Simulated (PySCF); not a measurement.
CH₄SZn, SMILES [SH][Zn][CH3].

Coordinates come from a B3LYP-D3(BJ)/def2-SVP optimisation. The values are those of a single conformer.

These are PBE0/def2-TZVPD (PySCF) values and carry that method's errors.

Gas-phase values at a fixed geometry.

- total energy = -2217.72314 hartree
- highest occupied level = -7.13 eV
- lowest empty level = -0.53 eV
- orbital gap = 6.60 eV
- dipole moment = 0.390 e·Å
- quadrupole, principal values (traceless, Buckingham form, about the centre of nuclear charge) = -7.70, 0.68, 7.02 D·Å
- mean static polarisability = 63.1 bohr³ (9.35 Å³)
- polarisability, principal values = 50.6, 51.6, 87.2 bohr³
